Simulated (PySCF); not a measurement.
**How methods differ on the fine-structure interval of Te(33+)**

Te(33+) [Ar] 3d1 [3d3/2^1, M_J = 3/2] → Te(33+) [Ar] 3d1 [3d5/2^1, M_J = 5/2], as a difference of total energies. Computed with PySCF 2.14 in an uncontracted even-tempered set (16 s from 5.9 bohr⁻², ratio 2.8; 12 p from 7.6 bohr⁻², ratio 2.8; 8 d from 7.6 bohr⁻², ratio 2.8; 3 f from 23 bohr⁻², ratio 3), with the two-component X2C-1e Hamiltonian. Correlated levels: [Ne] frozen; the 74 highest virtual spinors dropped. "Screened" scales the spin-orbit matrix elements by Boettger's factors to mimic the two-electron term; Breit and QED terms are absent.

```json
{"method": "GHF (screened spin-orbit)", "fine-structure interval (cm⁻¹)": "113370"}
{"method": "GMP2 (screened spin-orbit)", "fine-structure interval (cm⁻¹)": "113340"}
{"method": "GHF (bare spin-orbit)", "fine-structure interval (cm⁻¹)": "140460"}
```
